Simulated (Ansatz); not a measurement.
The inner images of a band of ClH + F3HOTi (8 atoms, charge 0, multiplicity 1) are given out of order.

Method: Ansatz 0.2.0, RHF/def2-SVP.

First end point:

```xyz
8
Properties=species:S:1:pos:R:3
Ti -0.193 0.126 -0.024
O -0.292 0.030 1.721
H -0.742 0.390 2.471
F 1.433 0.397 -0.543
F -1.135 1.486 -0.522
F -0.881 -1.271 -0.776
Cl 1.735 -2.662 1.309
H 1.286 -1.995 2.297
```

Last end point:

```xyz
8
Properties=species:S:1:pos:R:3
Ti 0.367 -0.316 -0.090
O -0.483 -0.670 1.984
H -0.804 0.086 2.459
F 1.053 0.077 -1.614
F -0.014 1.296 0.436
F -0.968 -1.271 -0.605
Cl 2.111 -1.447 0.771
H -0.050 -1.255 2.591
```

**Question.** Put them in order from the first end to the last, with their energies above the first end.
A.
```xyz
8
Properties=species:S:1:pos:R:3
Ti 0.277 -0.387 -0.072
O -0.249 -0.472 2.039
H -0.702 0.251 2.457
F 1.328 0.265 -1.260
F -0.574 1.112 0.249
F -0.883 -1.350 -0.880
Cl 1.792 -1.913 0.732
H 0.222 -1.006 2.666
```
B.
```xyz
8
Properties=species:S:1:pos:R:3
Ti 0.048 -0.209 0.015
O -0.097 -0.253 1.911
H -0.548 0.280 2.554
F 1.498 0.347 -0.713
F -0.959 1.174 -0.144
F -0.814 -1.364 -0.915
Cl 1.441 -2.219 1.201
H 0.642 -1.255 2.023
```
C.
```xyz
8
Properties=species:S:1:pos:R:3
Ti 0.226 -0.419 -0.065
O -0.125 -0.345 2.039
H -0.616 0.336 2.483
F 1.435 0.337 -1.015
F -0.786 0.999 0.155
F -0.819 -1.356 -1.046
Cl 1.568 -2.120 0.749
H 0.328 -0.931 2.633
```
D.
```xyz
8
Properties=species:S:1:pos:R:3
Ti 0.322 -0.350 -0.082
O -0.380 -0.595 2.018
H -0.765 0.160 2.447
F 1.197 0.172 -1.462
F -0.312 1.220 0.348
F -0.933 -1.319 -0.732
Cl 1.962 -1.682 0.754
H 0.122 -1.105 2.641
```
E.
```xyz
8
Properties=species:S:1:pos:R:3
Ti -0.136 0.033 0.011
O -0.244 -0.083 1.769
H -0.625 0.409 2.482
F 1.463 0.391 -0.541
F -1.108 1.393 -0.402
F -0.827 -1.332 -0.792
Cl 1.672 -2.521 1.296
H 1.017 -1.790 2.110
```
F.
```xyz
8
Properties=species:S:1:pos:R:3
Ti 0.154 -0.348 -0.039
O -0.090 -0.270 1.975
H -0.542 0.288 2.594
F 1.514 0.346 -0.807
F -0.878 1.060 -0.038
F -0.820 -1.371 -1.001
Cl 1.430 -2.194 0.947
H 0.445 -1.011 2.303
```
G.
```xyz
8
Properties=species:S:1:pos:R:3
Ti -0.045 -0.089 0.038
O -0.171 -0.158 1.834
H -0.603 0.353 2.504
F 1.488 0.351 -0.628
F -1.034 1.281 -0.248
F -0.807 -1.356 -0.857
Cl 1.531 -2.332 1.255
H 0.852 -1.550 2.035
```

**Answer.** E (+0.03 eV), G (+0.26 eV), B (+0.74 eV), F (-0.07 eV), C (-0.36 eV), A (-0.42 eV), D (-0.51 eV).

Run time: 94 s on 2 threads of AMD EPYC 9R45 96-Core Processor (Zen 5), with other jobs on the host, peak memory 0.31 GiB.
